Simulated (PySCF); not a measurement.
Species: IrF6 (quartet state).
Bonds: Ir1–F2, Ir1–F3, Ir1–F4, Ir1–F5, Ir1–F6, Ir1–F7.

The calculation used PBE0-D3(BJ)/def2-SVP geometry optimisation, gas phase, def2 core potentials past Kr in PySCF 2.14.0.

**Question.** List the bond lengths and angles at this level.

**Answer.** 
```json
{"bond": "Ir1–F2 and 5 like bonds", "length (pm)": "183.9"}
```

Bonds in one row agree within 1 pm and their mean is given. A selection of angles:
```json
{"angle": "F2–Ir1–F3", "degrees": "180.0"}
{"angle": "F2–Ir1–F4", "degrees": "89.9"}
```

All 6 F–Ir bonds measure 1.839 Å. Ir1 (iridium bonded to 6 F) is octahedral (the three widest angles are 180.0°, 180.0° and 180.0°, the others run from 89.9° to 90.0°).

Point group: Oh (tolerance 0.08 Å). Not checked by PBE0-D3(BJ)/def2-SVP frequencies. ⟨S²⟩ = 3.758 (exact for a quartet: 3.75).

Caution for open-shell metal species: one SCF solution and one stationary point were followed, and a lower state or a bent or distorted shape isn't ruled out.
